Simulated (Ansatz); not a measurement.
Program: Ansatz. Geometries: PBE0-D4/def2-TZVP. ΔE: electronic, gas phase. CBS: MP2 limit from def2 TZ/QZ plus the TZ coupled-cluster correction, frozen cores. This one scheme is used for every species. Functionals use def2-TZVPP. B3LYP here is the variant with VWN-RPA as its local correlation; programs differ in this. One conformer a species, not always the lowest.

Consider the cleavage of the Si–Si bond: `N[SiH2][SiH](O)F` + `N[SiH](O)F` → `N[SiH2]O[SiH](N)F` + `O[SiH2]F`.

`N[SiH2][SiH](O)F`:

Z-matrix (Å, degrees):
```
Si
Si 1 2.354
N 1 1.742 2 102.5
H 1 1.494 2 113.3 3 -124.8
H 1 1.487 2 111.7 3 113.4
F 2 1.603 1 109.5 3 -122.2
O 2 1.639 1 104.4 3 -3.4
H 2 1.481 1 119.2 3 116.1
H 3 1.010 1 118.0 2 -71.6
H 3 1.009 1 117.8 2 153.6
H 7 0.964 2 113.6 1 -22.5
```

`N[SiH](O)F`:

Z-matrix (Å, degrees):
```
Si
O 1 1.629
F 1 1.596 2 112.6
N 1 1.699 2 110.7 3 116.3
H 1 1.474 2 104.5 3 -115.6
H 2 0.959 1 117.0 3 -71.5
H 4 1.007 1 120.5 2 -153.1
H 4 1.006 1 121.6 2 56.5
```

`N[SiH2]O[SiH](N)F`:

Cartesian coordinates in Å:
```
N -0.370 0.839 1.674
Si -1.535 0.289 0.538
O -0.854 -0.105 -0.896
Si 0.556 -0.527 -1.578
N 1.701 -0.750 -0.352
F 0.938 0.638 -2.604
H -0.258 0.351 2.548
H -0.157 1.818 1.770
H -2.529 1.346 0.237
H -2.169 -0.918 1.122
H 0.415 -1.733 -2.413
H 2.644 -1.046 -0.537
H 1.617 -0.202 0.492
```

`O[SiH2]F`:

Z-matrix (Å, degrees):
```
Si
F 1 1.596
O 1 1.630 2 111.0
H 1 1.482 2 106.0 3 121.4
H 1 1.474 2 108.2 3 -116.3
H 3 0.958 1 119.1 2 71.8
```

Question: Is it downhill or uphill in electronic energy at CCSD(T)/CBS, and by how much? (Best estimate.)

Answer: The calculation gave: Downhill: ΔE = -147.1 kJ/mol.

Question: What do these levels give: B3LYP-D4, ωB97X-V, B2PLYP, HF/def2-TZVPP, SCS-MP2/def2-TZVPP, CCSD(T)/def2-TZVPP? (Best estimate.)

Answer: Computed: B3LYP-D4 -144.4, ωB97X-V -141.5, B2PLYP -148.8, HF/def2-TZVPP -173.2, SCS-MP2/def2-TZVPP -157.6, CCSD(T)/def2-TZVPP -147.1 kJ/mol.

Largest T1 diagnostic among the species: 0.012.

In def2-TZVPP, CCSD(T) changes the Hartree–Fock value by +26.0 kJ/mol (the triples alone add +3.7 kJ/mol) and MP2 by +18.4 kJ/mol. From PBE to PBE0 (25 % exact exchange), in def2-TZVPP and without D4, ΔE moves by −12.1 kJ/mol.
